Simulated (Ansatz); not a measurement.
Consider the redistribution: `CC(C)[Si](Cl)(Cl)Cl` + `F[SiH](F)S[SiH2]Cl` → `Cl[SiH2]S[Si](Cl)(Cl)Cl` + `CC(C)[SiH](F)F`.

Calculated with Ansatz (gas phase, PBE0-D4/def2-TZVP geometries, no zero-point term in ΔE). CCSD(T)/CBS adds triple-zeta CCSD(T) − MP2 to the extrapolated MP2 energy (def2 sets, frozen cores). DFT in def2-TZVPP. B3LYP here is the variant with VWN-RPA as its local correlation; programs differ in this. Each species was taken in one conformer, which may not be the lowest.

Question: Is it downhill or uphill in electronic energy at CCSD(T)/CBS, and by how much? (An estimate is asked.)

Answer: The calculation gave: Uphill: ΔE = +3.9 kcal/mol.

Question: What do these levels give: PBE-D4, r2SCAN-D4, B2PLYP, PBE, r2SCAN, PBE0, B3LYP, HF/def2-TZVPP, MP2/def2-TZVPP, SCS-MP2/def2-TZVPP, HF/def2-QZVPP, MP2/def2-QZVPP? (Estimate.)

Answer: The calculation gave: PBE-D4 3.5, r2SCAN-D4 4.3, B2PLYP 4.2, PBE 4.0, r2SCAN 4.3, PBE0 4.1, B3LYP 4.1, HF/def2-TZVPP 4.9, MP2/def2-TZVPP 4.2, SCS-MP2/def2-TZVPP 4.2, HF/def2-QZVPP 4.9, MP2/def2-QZVPP 3.8 kcal/mol.

Largest T1 diagnostic among the species: 0.011.

The D4 term adds −0.9 kcal/mol with B3LYP and −0.5 kcal/mol with PBE0; it sums over pairs of atoms, weighted by their polarisabilities, and B3LYP, whose exchange is more repulsive, gets the larger term.
